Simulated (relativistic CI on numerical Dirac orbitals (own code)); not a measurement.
**Hyperfine structure of Tl22+, mass number 204**

Method of calculation: Dirac-Coulomb-Breit CI, KLI orbitals optimised for each configuration, QED by a radiative potential, unscaled Slater integrals (own radial code, finite nucleus).

Configuration list (outside the closed core [Ar] 3d10): 4s2 4p6 4d10 4f13, 4s2 4p6 4d10 4f12 5s, 4s2 4p6 4d10 4f11 5s2, 4s2 4p6 4d10 4f12 5p, 4s2 4p6 4d10 4f11 5s 5p, 4s2 4p6 4d9 4f14, 4s2 4p6 4d10 4f11 5p2, 4s2 4p6 4d10 4f11 5s 5d, 4s2 4p6 4d10 4f12 5d, 4s2 4p6 4d9 4f12 5s2, 4s2 4p6 4d10 4f12 6s, 4s2 4p5 4d10 4f14, 4s2 4p6 4d10 4f12 5g, 4s2 4p6 4d9 4f13 5p, 4s2 4p6 4d10 4f12 6d, 4s 4p6 4d10 4f14. Levels of other configurations are missing.

Nuclear spin I = 2, μ = 0.09 μN (tables of Stone and Pyykkö). The electronic factors are computed for point nuclear moments, without core polarisation or the Bohr-Weisskopf and QED corrections.

| Level | E (cm⁻¹) | A (MHz) |
| --- | --- | --- |
| 4s2 4p6 4d10 4f13 2F°_7/2 | 0 | 121.1 |
| 4s2 4p6 4d10 4f13 2F°_5/2 | 37747 | 225.8 |
| 4s2 4p6 4d10 4f12 5s 4H_13/2 | 346134 | 2160 |
| 4s2 4p6 4d10 4f12 5s 4H_11/2 | 356060 | -1644 |
| 4s2 4p6 4d10 4f12 5s 4F_9/2 | 359667 | 3045 |
| 4s2 4p6 4d10 4f12 5s 4H_9/2 | 385360 | -1467 |
| 4s2 4p6 4d10 4f12 5s 2H_11/2 | 387853 | 2302 |
| 4s2 4p6 4d10 4f12 5s 4F_3/2 | 390427 | -5119 |

Levels with J = 0, under 50 % of one LS term, or S terms without an open s electron are left out. Small factors come from cancelling terms and can be off by tens of per cent or more.

At this charge transitions that keep the count of f electrons are usually good to a few per cent. Terms inside the open d or f shell come out 10 to 20 % too wide with unscaled integrals. Levels that differ in their count of f electrons can be misplaced by several ten thousand cm⁻¹, since the correlation energy of f electrons is missing or only estimated; rates across such gaps can be off by orders of magnitude.

Question: Give the hyperfine levels of 4s2 4p6 4d10 4f13 2F°_7/2 relative to its centre of gravity.

Answer: With K = F(F + 1) − I(I + 1) − J(J + 1), E = AK/2: F = 3/2: -1090, F = 5/2: -787.3, F = 7/2: -363.4, F = 9/2: 181.7, F = 11/2: 847.9 MHz.

LS names give the leading component of a level, which can be under half, so a name can repeat, a term be missing and a line seem to break the LS rules.
